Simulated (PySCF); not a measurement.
SMILES [SiH](Cl)(Cl)C[Si](F)(F)F, PBE0/def2-SVP optimised geometry.

```
11

Si     0.86    -1.04     0.02
F      2.44    -0.80     0.00
F      0.50    -1.95    -1.25
F      0.53    -1.89     1.34
C     -0.04     0.57     0.00
Si    -1.90     0.57     0.00
Cl    -2.59    -0.40     1.68
Cl    -2.59    -0.40    -1.68
H      0.30     1.12    -0.89
H      0.30     1.14     0.88
H     -2.44     1.95     0.00
```

Density from PBE0/def2-TZVP in PySCF 2.14.0 at that geometry.

Minimum of the electron density along straight lines between bonded atoms, close to the bond critical point (lines longer than 1.1 times the sum of covalent radii, or with two minima, are not listed):

| bond | length / Å | ρ at the minimum / e bohr⁻³ | ∇²ρ there / e bohr⁻⁵ | position (fraction from the first atom) |
|---|---|---|---|---|
| Si1–F2 | 1.603 | 0.140 | 0.98 | 0.42 |
| Si1–F3 | 1.600 | 0.141 | 0.99 | 0.42 |
| Si1–F4 | 1.600 | 0.141 | 1.00 | 0.42 |
| Si1–C5 | 1.838 | 0.131 | 0.18 | 0.39 |
| C5–Si6 | 1.867 | 0.122 | 0.18 | 0.61 |
| Si6–Cl7 | 2.055 | 0.100 | 0.23 | 0.36 |
| Si6–Cl8 | 2.055 | 0.100 | 0.23 | 0.36 |
| C5–H9 | 1.105 | 0.261 | -0.83 | 0.64 |
| C5–H10 | 1.105 | 0.261 | -0.83 | 0.64 |
| Si6–H11 | 1.482 | 0.127 | 0.12 | 0.49 |
